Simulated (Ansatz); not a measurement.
Start from `BC(=C)[SiH2]C` and change one atom or group to get `BC(=C)SC`.

Ansatz, PBE0-D4/def2-TZVP geometries, multiplicity 1. Each molecule was computed in one conformer, which needn't be the lowest.

| property | `BC(=C)[SiH2]C` |
| --- | --- |
| LUMO energy (ωB97M-V/def2-TZVPP) / eV | -0.17 |
| size of the dipole moment (PBE/def2-TZVPP) / D | 1.06 |
| HOMO energy (PBE/def2-TZVPP) / eV | -6.97 |
| LUMO energy (PBE0/def2-TZVPP) / eV | -2.19 |
| LUMO energy (B3LYP/def2-TZVPP) / eV | -2.39 |
| LUMO energy (PBE/def2-TZVPP) / eV | -3.19 |

**Question.** What does the change do to each property? (An estimate is asked.)

**Answer.** Ansatz gave: 
```json
{"property": "LUMO energy (ωB97M-V/def2-TZVPP) / eV", "`BC(=C)SC`": "-0.21", "shift": "-0.04"}
{"property": "size of the dipole moment (PBE/def2-TZVPP) / D", "`BC(=C)SC`": "0.42", "shift": "-0.64"}
{"property": "HOMO energy (PBE/def2-TZVPP) / eV", "`BC(=C)SC`": "-5.24", "shift": "1.73"}
{"property": "LUMO energy (PBE0/def2-TZVPP) / eV", "`BC(=C)SC`": "-2.19", "shift": "0.00"}
{"property": "LUMO energy (B3LYP/def2-TZVPP) / eV", "`BC(=C)SC`": "-2.38", "shift": "0.01"}
{"property": "LUMO energy (PBE/def2-TZVPP) / eV", "`BC(=C)SC`": "-3.14", "shift": "0.05"}
```

Dipoles are sizes alone; their direction can turn.

B3LYP here is the variant with VWN-RPA as its local correlation; programs differ in this.
